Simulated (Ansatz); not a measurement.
System: diphosphane, P2H4, charge 0, multiplicity 1. 
Structure (B3LYP-D3(BJ)/def2-TZVP (Ansatz, a program for electronic structure) minimum search):
```
P
H 1 1.4206
H 1 1.4206 2 92.33
P 1 2.2503 2 93.65 3 -93.89
H 4 1.4206 1 93.65 2 -86.71
H 4 1.4206 5 92.33 1 93.89
```

Basis-set convergence of Hartree-Fock and CCSD correlation energies (hartree) with Ansatz. Valence correlation only, unless marked. Spin-orbit coupling is left out. No relativistic terms.

| basis | functions | E(HF) | E(corr, CCSD) |
|---|---|---|---|
| aug-cc-pV(D+d)Z | 100 | -683.80670 | -0.31323 |
| aug-cc-pV(T+d)Z | 202 | ___ | ___ |

### Question
Fill in the missing entries.

### Answer

- aug-cc-pV(T+d)Z, E(HF): -683.83026
- aug-cc-pV(T+d)Z, E(corr, CCSD): -0.36983
